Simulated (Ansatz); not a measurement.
Mulliken charges of CH4FNOSi, SMILES `NC1(F)O[SiH2]1` from PBE/def2-TZVPP in Ansatz (PBE0-D4/def2-TZVP geometry).

| atom | x (Å) | y (Å) | z (Å) | charge (e) |
| --- | --- | --- | --- | --- |
| N1 | -0.473 | 0.840 | 1.135 | -0.275 |
| C2 | -0.128 | 0.404 | -0.146 | 0.176 |
| F3 | -0.110 | 1.418 | -1.084 | -0.174 |
| O4 | -0.931 | -0.663 | -0.614 | -0.296 |
| Si5 | 0.667 | -1.184 | -0.549 | 0.349 |
| H6 | -1.419 | 1.208 | 1.150 | 0.152 |
| H7 | 0.172 | 1.543 | 1.471 | 0.163 |
| H8 | 1.325 | -1.408 | -1.852 | -0.045 |
| H9 | 0.986 | -2.204 | 0.471 | -0.050 |

**Question.** By hand: the dipole of these point charges (1 e Å = 4.8032 D).

**Answer.** Σ q r = (0.338, -0.015, 0.315) e Å, of length 0.462 e Å = 2.22 D.

**Question.** How does the dipole of the full density compare? (Best estimate.)

**Answer.** Ansatz gave: (0.282, -0.037, 0.230) e Å, 1.76 D; the point charges give 1.26 times that, at 5° from its direction.

Point charges leave out the atoms' own dipoles, such as those of lone pairs, and Mulliken's split depends on the basis, so the two needn't agree.
